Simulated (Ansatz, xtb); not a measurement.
## Loss of H2: C2H8OSi2 → C2H6OSi2 + H2

Species: C2H8OSi2 `O[SiH2]/C=C/[SiH3]`, singlet; C2H6OSi2 `O[SiH2]C#C[SiH3]`, singlet; H2 (hydrogen), singlet. 

Shapes, held fixed at every level: PBE0-D4/def2-TZVP. Flexible molecules stand in one conformer, not always the lowest. Programs: Ansatz 0.2.0, xtb 6.7.1. Electronic energies: no zero-point or thermal term.

```tsv
level	kind	ΔE (kJ/mol)	less CCSD(T)/CBS estimate
GFN1-xTB	semi-empirical	+132.5	+1.1
HF/def2-SVP	Hartree–Fock	+143.9	+12.5
PBE-D4/def2-TZVPP	GGA	+149.1	+17.7
BHLYP-D4/def2-TZVPP	global hybrid	+147.8	+16.4
wB97X-V/def2-TZVPP	range-separated hybrid	+150.4	+19.0
MP2/def2-TZVPP	perturbation theory	+120.1	-11.3
CCSD/def2-SVP	coupled cluster or CI	+146.0	+14.6
CCSD(T)/CBS estimate	coupled cluster or CI	+131.4	0.0
```

The highest level, CCSD(T)/CBS estimate, gives ΔE = +131.4 kJ/mol; the levels span +120.1 to +150.4. The column of differences is taken from that level and isn't an error. No measured value is set beside it here. The CBS estimate extrapolates MP2 from def2-TZVPP and def2-QZVPP and adds CCSD(T) − MP2 in the triple-zeta set, cores frozen; for H2 it overshoots the exact energy by about 1 mEh.
